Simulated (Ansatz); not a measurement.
`BC[SiH2]BO` + `C[SiH2]O` → `BO[SiH2]C` + `C[SiH2]BO`  (ligand exchange at a B–C bond)

Calculated with Ansatz (gas phase, PBE0-D4/def2-TZVP geometries, no zero-point term in ΔE). CCSD(T)/CBS adds triple-zeta CCSD(T) − MP2 to the extrapolated MP2 energy (def2 sets, frozen cores). This one scheme is used for every species. DFT in def2-TZVPP. Each species was taken in one conformer, which may not be the lowest.

```
             level  ΔE (eV)
           ωB97M-V    -1.23
            B2PLYP    -1.31
              PBE0    -1.18
CCSD(T)/def2-TZVPP    -1.26
```

Problem. What does CCSD(T)/CBS give? (An estimate is asked.)

Solution. Computed: -1.23 eV. The listed levels differ from it by 0.00, -0.08, 0.05, -0.03 eV.

Largest T1 diagnostic among the species: 0.014.

In def2-TZVPP, CCSD(T) changes the Hartree–Fock value by +0.24 eV (the triples alone add +0.03 eV) and MP2 by +0.26 eV.
